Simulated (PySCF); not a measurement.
Te⁺: ionisation energy

Te⁺ [Kr] 4d10 5s2 5p3 (4S) → Te²⁺ [Kr] 4d10 5s2 5p2 (3P), as a difference of total energies. Computed with PySCF 2.14 in aug-cc-pVTZ-PP with ECP28MDF (6s5p4d2f, 55 functions), with a scalar-relativistic core potential. Correlated levels: valence: 4s2 4p6 4d10 frozen. The calculations carry no spin-orbit coupling.

Question: Order these methods by the ionisation energy they give, lowest first.
A. CCSD(T) (valence)
B. SCS-MP2 (valence)
C. UHF
D. CCSD (valence)

Answer: C (18.359 eV), B (18.663 eV), D (18.771 eV), A (18.798 eV).

The reference lies between the lowest fine-structure levels, while these numbers refer to the centres of the terms.

Errors of the correlated levels include the incompleteness of this basis and the frozen core.

For comparison: 18.6 ± 0.4 eV (measured; NIST Atomic Spectra Database, ionization energies).
